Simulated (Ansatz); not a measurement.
Ansatz (a quantum-chemistry and plane-wave program) input (B3LYP-D3(BJ)/def2-TZVP):

Ansatz 0.2 input:
```yaml
crystal:
  periodic: [false, false, false]
  atoms:
    - {symbol: W, position_ang: [0.16158629, 0.36117591, 0.24842766]}
    - {symbol: O, position_ang: [1.50451497, -0.37939446, -0.57556238]}
    - {symbol: O, position_ang: [-0.60235427, -0.78201959, 1.31639040]}
    - {symbol: F, position_ang: [-1.06660641, 0.83589670, -1.01825709]}
basis:
  gaussian:
    orbitals: def2-TZVP
hamiltonian:
  xc: b3lyp
  dispersion: d3bj
total_charge: 1
relax: {f_tol: 0.002, max_steps: 150}
```

End of the output:

```
relax step   4: F+E_penalty+E_count = -8633.85415206 eV  Δ(F+E_penalty+E_count) = -2.448e-4 eV  max|allowed force component| = 7.989e-3 eV/Å  Δτ_max = 0.0032 Å  (36 SCF iters, accepted)
these checks for a lower state are left out or cut short: starts, cluster_reference, orbital_swaps, neighbouring_geometries, increment
integrals: 0.05 GiB planned
851 factors; their error is unknown
mean field: 0.44 GiB planned
mean field -8633.72706157 eV, -317.2836173624 hartree, gradient 1.2e-5 eV, S^2 0.000000; 0 other end points of the search recorded, 0 dependent functions left out
the calculation of the forces begins
reference -8633.72726930 eV, -317.2836249961 hartree; 19, 19 occupied and 114, 114 virtual orbitals, 851 factors
relax step   5: F+E_penalty+E_count = -8633.85415778 eV  Δ(F+E_penalty+E_count) = -5.722e-6 eV  max|allowed force component| = 4.384e-3 eV/Å  Δτ_max = 0.0009 Å  (38 SCF iters, accepted)
these checks for a lower state are left out or cut short: starts, cluster_reference, orbital_swaps, neighbouring_geometries, increment
integrals: 0.05 GiB planned
851 factors; their error is unknown
mean field: 0.44 GiB planned
mean field -8633.72706071 eV, -317.2836173309 hartree, gradient 3.5e-5 eV, S^2 0.000000; 0 other end points of the search recorded, 0 dependent functions left out
the calculation of the forces begins
reference -8633.72726844 eV, -317.2836249645 hartree; 19, 19 occupied and 114, 114 virtual orbitals, 851 factors
relax step   6: F+E_penalty+E_count = -8633.85415802 eV  Δ(F+E_penalty+E_count) = -2.419e-7 eV  max|allowed force component| = 9.941e-5 eV/Å  Δτ_max = 0.0001 Å  (23 SCF iters, accepted)
integrals: 0.05 GiB planned
851 factors; their error is unknown
mean field: 0.44 GiB planned
mean field evaluation 64: about -8633.6981 eV, gradient 7.4e-1 eV
mean field -8633.72706071 eV, -317.2836173309 hartree, gradient 3.5e-5 eV, S^2 0.000000; 1 other end points of the search recorded, 0 dependent functions left out
the calculation of the forces begins
reference -8633.72726844 eV, -317.2836249645 hartree; 19, 19 occupied and 114, 114 virtual orbitals, 851 factors
Total energy: -8633.85436575 eV, -317.2882957045 hartree
Atom 0 at     0.172351     0.406308     0.270042 Å, force     0.000094    -0.000099     0.000083 eV/Å
Atom 1 at     1.413452    -0.404144    -0.518587 Å, force    -0.000053     0.000044     0.000014 eV/Å
Atom 2 at    -0.533929    -0.776272     1.230132 Å, force     0.000009     0.000055    -0.000041 eV/Å
Atom 3 at    -1.054734     0.809766    -1.010588 Å, force    -0.000050     0.000000    -0.000056 eV/Å
Dipole moment:     0.265588     0.847309     0.476068 e Å
```
